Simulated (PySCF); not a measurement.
Input file for PySCF: R-HF/3-21G on CH4OSi (SMILES CO[SiH]), a point of a bond scan (R = 2.324 Å).

```python
from pyscf import gto, scf, dft, mp
from pyscf.data.elements import chemcore

mol = gto.M(
    atom='''
    Si   -0.40795220   -0.67898645    0.91806636
    H    -1.76138381   -1.44316869   -0.80982595
    O     0.45056196    0.41925112    0.04651040
    C     0.38283843    0.78205128   -1.32615327
    H     0.15320104    1.84590433   -1.40103075
    H     1.35331237    0.59928607   -1.78972690
    H    -0.38646891    0.20274464   -1.84347312
    ''',
    basis='3-21g',
    charge=0, spin=0, verbose=3, max_memory=1800)
mf = scf.RHF(mol)
mf.conv_tol = 1e-8
mf.max_cycle = 100
mf.kernel()
if not mf.converged:
    mf = mf.newton().run(mf.mo_coeff, mf.mo_occ)
```

Q: What total energy does the run end on?

A: -401.7518 hartree.
